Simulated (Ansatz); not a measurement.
Two isomers of C3H8SSi: A = `C[SiH2]C(C)=S`, B = `CC1C[SiH2]S1`.

Calculated with Ansatz (gas phase, PBE0-D4/def2-TZVP geometries, no zero-point term in ΔE). CCSD(T)/CBS is the MP2 limit (def2-TZVPP, def2-QZVPP) plus CCSD(T) − MP2 in def2-TZVPP, frozen cores. DFT in def2-TZVPP. B3LYP here is the variant with VWN-RPA as its local correlation; programs differ in this. One conformer a species, not always the lowest.

**Question.** Which is lower in electronic energy at CCSD(T)/CBS, and by how much? (Estimate.)

**Answer.** Computed: B, by 17.2 kcal/mol.

**Question.** Give E(B) − E(A) in kcal/mol with B2PLYP, PBE-D4, PBE0-D4, HF/def2-TZVPP, B3LYP-D4, B3LYP, CCSD/def2-TZVPP. (Estimate.)

**Answer.** Computed: B2PLYP -14.8, PBE-D4 -17.2, PBE0-D4 -20.3, HF/def2-TZVPP -15.2, B3LYP-D4 -14.0, B3LYP -13.2, CCSD/def2-TZVPP -17.1. None reverses the order clearly.

Largest T1 diagnostic: 0.014.

The D4 term adds −0.7 kcal/mol with B3LYP and −0.3 kcal/mol with PBE0; it sums over pairs of atoms, weighted by their polarisabilities, and B3LYP, whose exchange is more repulsive, gets the larger term. In def2-TZVPP, CCSD(T) changes the Hartree–Fock value by −1.3 kcal/mol (the triples alone add +0.6 kcal/mol) and MP2 by −3.6 kcal/mol.
